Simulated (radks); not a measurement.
All-electron atom: Cu12+ in [Ne] 3s2 3p5. Calculated with a radial shooting solver on a logarithmic mesh with Libxc functionals: scalar-relativistic Kohn-Sham, Slater X-alpha with alpha = 0.864, spin-polarised, spherical densities, finite nucleus; open shells are filled with parallel spins first; Fermi nuclear charge, rms radius 3.8823 fm.

Normalised radial functions P(r) = r R(r), r in bohr:

| r | 2p up | 3s down |
|---|---|---|
| 0.002709 | 0.0060 | 0.1133 |
| 0.003389 | 0.0091 | 0.1381 |
| 0.00424 | 0.0138 | 0.1675 |
| 0.005305 | 0.0210 | 0.2019 |
| 0.006637 | 0.0317 | 0.2412 |
| 0.008303 | 0.0478 | 0.2850 |
| 0.01047 | 0.0729 | 0.3337 |
| 0.0131 | 0.1088 | 0.3813 |
| 0.01639 | 0.1611 | 0.4250 |
| 0.0205 | 0.2361 | 0.4582 |
| 0.02565 | 0.3413 | 0.4712 |
| 0.03209 | 0.4850 | 0.4519 |
| 0.04015 | 0.6748 | 0.3863 |
| 0.05023 | 0.9144 | 0.2618 |
| 0.06284 | 1.1995 | 0.0720 |
| 0.07862 | 1.5119 | -0.1753 |
| 0.09836 | 1.8146 | -0.4494 |
| 0.1231 | 2.0514 | -0.6905 |
| 0.154 | 2.1560 | -0.8132 |
| 0.1926 | 2.0734 | -0.7286 |
| 0.241 | 1.7894 | -0.3852 |
| 0.3015 | 1.3537 | 0.1800 |
| 0.3802 | 0.8558 | 0.8383 |
| 0.4756 | 0.4498 | 1.3129 |
| 0.595 | 0.1853 | 1.4408 |
| 0.7444 | 0.0565 | 1.2001 |
| 0.9314 | 0.0118 | 0.7593 |
| 1.165 | 0.0016 | 0.3535 |
| 1.458 | 0.0001 | 0.1147 |
| 1.824 | 0.0000 | 0.0241 |

2p up: eigenvalue -1316.1 eV, 0 radial nodes, <r> = 0.204 bohr, 90 % of the charge inside 0.333 bohr. 3s down: eigenvalue -437.55 eV, 2 radial nodes at r = 0.0674, 0.283 bohr, <r> = 0.623 bohr, 90 % of the charge inside 0.911 bohr.
